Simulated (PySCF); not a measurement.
**Correlation energy of Al (aluminium, neutral)**

[Ne] 3s2 3d1, 2D determinant (an excited configuration). Calculation: PySCF 2.14, in aug-cc-pwCVTZ (8s7p5d3f, 75 functions); the non-relativistic Hamiltonian (point nucleus). Frozen: [Ne]; 3 electrons correlated.

```csv
level,correlation energy (mhartree)
CCSD,-58.25
(T),-5.13
CCSD(T),-63.38
```

Diagnostics: T1 = 0.070, D1 = 0.1695, largest double amplitude 0.327.

The outer electron is Rydberg-like, and this basis confines it to a smaller radius and binds it less than a complete one would. T1 exceeds 0.03, a sign that the reference determinant is poor. A double-excitation amplitude exceeds 0.15, a sign of near-degeneracy.

Cost of the coupled-cluster step: about 6 core-seconds, for 3 correlated electrons.

Iterations:

```
CC2 = 0
CCSD nocc = (np.int64(2), np.int64(1)), nmo = (70, 70)
frozen orbitals [[0, 1, 2, 3, 4], [0, 1, 2, 3, 4]]
max_cycle = 100
direct = 0
conv_tol = 1e-08
conv_tol_normt = 1e-06
diis_space = 8
diis_start_cycle = 0
Init t2, MP2 energy = -0.0362550229083771
Init E_corr(UCCSD) = -0.0362550229097113
cycle = 1  E_corr(UCCSD) = -0.0447797732671391  dE = -0.00852475036  norm(t1,t2) = 0.0772794
cycle = 2  E_corr(UCCSD) = -0.04848582372725  dE = -0.00370605046  norm(t1,t2) = 0.052271
cycle = 3  E_corr(UCCSD) = -0.0540933975762847  dE = -0.00560757385  norm(t1,t2) = 0.0420237
cycle = 4  E_corr(UCCSD) = -0.0568215292325523  dE = -0.00272813166  norm(t1,t2) = 0.0273087
cycle = 5  E_corr(UCCSD) = -0.0588681515716268  dE = -0.00204662234  norm(t1,t2) = 0.010137
cycle = 6  E_corr(UCCSD) = -0.0577571961207761  dE = 0.00111095545  norm(t1,t2) = 0.00363619
cycle = 7  E_corr(UCCSD) = -0.0583167607362146  dE = -0.000559564615  norm(t1,t2) = 0.00260786
cycle = 8  E_corr(UCCSD) = -0.058254172981039  dE = 6.25877552e-05  norm(t1,t2) = 0.000574213
cycle = 9  E_corr(UCCSD) = -0.058264391760365  dE = -1.02187793e-05  norm(t1,t2) = 0.000105082
cycle = 10  E_corr(UCCSD) = -0.0582479790753746  dE = 1.6412685e-05  norm(t1,t2) = 8.06106e-05
cycle = 11  E_corr(UCCSD) = -0.0582501444392841  dE = -2.16536391e-06  norm(t1,t2) = 1.50886e-05
cycle = 12  E_corr(UCCSD) = -0.0582499561680734  dE = 1.88271211e-07  norm(t1,t2) = 2.21331e-06
cycle = 13  E_corr(UCCSD) = -0.0582499449805911  dE = 1.11874824e-08  norm(t1,t2) = 7.0796e-07
cycle = 14  E_corr(UCCSD) = -0.0582499487235782  dE = -3.74298707e-09  norm(t1,t2) = 3.75436e-07
UCCSD converged
E(UCCSD) = -241.775588369914  E_corr = -0.05824994872357815
UCCSD(T) correction = -0.0051291936046048
```
